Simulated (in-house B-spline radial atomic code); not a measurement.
Mo. Computed with a B-spline radial atomic code. Model: non-relativistic spherical atom: semilocal Troullier-Martins pseudo-atom, one channel per l, against all electrons, high spin, G0W0 and RPA with empty states to l = 8, local potential for every l without a channel, a model core (radius 0 = none) keeps its share of the functional.

Without relativity these are model numbers for so heavy an element.

What the tables leave out is listed at the end.

The pseudopotential gives back the lowest level of each angular momentum of its own functional in the configuration it was made in; a second state of the same l is only approximately right. Exact exchange, RPA and GW see the smooth pseudo-orbitals and miss the exchange with the core, for which the functional's share stands in. The column with an uncorrelated core keeps all orbitals and exact exchange, and so separates missing core correlation from pseudisation. Only the three outermost levels and the lowest empty one were computed. RPA here is direct RPA, with no exchange kernel, and its energies carry an (l + 1/2)⁻⁴ tail. A hybrid on a potential with a model core restores only its own semilocal share of the core's exchange.

Command:
```bash
python run_psgw.py task.json out
```
Settings (lengths in bohr, energies in hartree):
```
Z                      42
electrons              42
configuration          [Kr] 4d5 5s1
generated_in           [Kr] 4d5 5s1
functional             pbe,pbe
core_shells            7
radius_factor          1.15
core_correction        False
ion_configuration      [Kr] 4d5
```

Time taken, with all properties: 44 s on 1 thread of Intel(R) Xeon(R) 6975P-C (Granite Rapids), on a shared host.

Given: made with PBE; model core radius 0 bohr; local radius 1.574 bohr; mean-field start PBE.

Valence shells of the generating configuration: 4p, 4d, 5s.

Channel: s 3.4, p 1.252, d 1.575 (radii in bohr).

Computed: largest level miss in the spin-unpolarised generating configuration 0.001 eV; valence RPA correlation energy all-electron orbitals -0.62596 hartree; valence RPA correlation energy pseudo -0.76353 hartree; all-electron RPA polarisability, core included 59.691 bohr³; pseudo-atom RPA polarisability 59.176 bohr³; ionisation by mean-field pseudo minus all 0.024 eV; ionisation by RPA pseudo minus all 0.842 eV.

```tsv
level	occupied	mean-field all-electron (eV)	mean-field pseudo minus all (eV)	G0W0 all-electron (eV)	G0W0 uncorrelated core minus all (eV)	G0W0 pseudo minus all (eV)	exchange self-energy all-electron (eV)	exchange self-energy pseudo (eV)
5s up	1	-4.2859	-0.005	-7.187	0.008	-0.541	-10.09	-10.528
```

(1) What is the ionisation by mean-field all-electron?

(2) What is the ionisation by RPA all-electron?

Given: mean-field start PBE0.

Computed: valence RPA correlation energy all-electron orbitals -0.58353 hartree; valence RPA correlation energy pseudo -0.7195 hartree; all-electron RPA polarisability, core included 50.887 bohr³; pseudo-atom RPA polarisability 45.796 bohr³; ionisation by mean-field pseudo minus all 0.394 eV; ionisation by RPA all-electron 7.1908 eV.

| level | occupied | mean-field all-electron (eV) | mean-field pseudo minus all (eV) | G0W0 all-electron (eV) | G0W0 uncorrelated core minus all (eV) | G0W0 pseudo minus all (eV) | exchange self-energy all-electron (eV) | exchange self-energy pseudo (eV) |
| --- | --- | --- | --- | --- | --- | --- | --- | --- |
| 5s up | 1 | -4.81 | -0.311 | -7.1924 | 0.01 | -0.838 | -9.9033 | -11.119 |
| 4d up | 1 | -6.1537 | 0.155 | -8.8313 | 0.085 | 0.38 | -25.198 | -21.708 |
| 5s down (empty) | 0 | -0.7975 | -0.008 | -0.36437 | 0.012 | -0.101 | -0.95426 | -0.85506 |

(3) What is the ionisation by RPA pseudo minus all?

(4) What is the ionisation by mean-field all-electron?

Given: mean-field start Hartree-Fock.

Computed: valence RPA correlation energy pseudo -0.6182 hartree; all-electron RPA polarisability, core included 39.681 bohr³; ionisation by mean-field all-electron 5.8781 eV; ionisation by mean-field pseudo minus all 1.699 eV; ionisation by RPA all-electron 6.8506 eV; ionisation by RPA pseudo minus all 1.138 eV.

```
  level  occupied  mean-field all-electron (eV)  mean-field pseudo minus all (eV)  G0W0 all-electron (eV)  G0W0 uncorrelated core minus all (eV)  G0W0 pseudo minus all (eV)  exchange self-energy all-electron (eV)  exchange self-energy pseudo (eV)
  5s up         1                       -6.0691                            -1.874                 -6.9755                                  0.012                      -1.247                                 -9.1312                           -13.285
  4d up         1                       -9.7771                             0.758                 -9.6968                                  0.102                       0.793                                   -25.5                           -21.922
4p down         1                       -42.802                              3.96                 -41.716                                 -0.202                       2.934                                 -34.658                           -23.743
```

(5) What is the pseudo-atom RPA polarisability?

(6) What is the valence RPA correlation energy all-electron orbitals?

## Answers

(1) 7.0479 eV.

(2) 7.3288 eV.

(3) 0.978 eV.

(4) 6.7898 eV.

(5) 25.74 bohr³.

(6) -0.48982 hartree.

Among the listed levels the largest G0W0 shift of the pseudo-atom is +2.93 eV, for 4p down on the Hartree-Fock start, while leaving the core uncorrelated moves that level by -0.20 eV. So pseudisation and the lost core exchange, not the missing core correlation, make the error. Not in the tables (levels of low weight, unsolved or above zero; the highest and the empty levels are kept at any weight): on PBE the G0W0 levels 4d up (pseudo minus all +0.25 eV, weights 0.60 and 0.55), 4p down (pseudo minus all +2.15 eV, weights 0.60 and 0.02); on PBE0 the G0W0 levels 4p down (pseudo minus all +2.00 eV, weights 0.75 and 0.70).
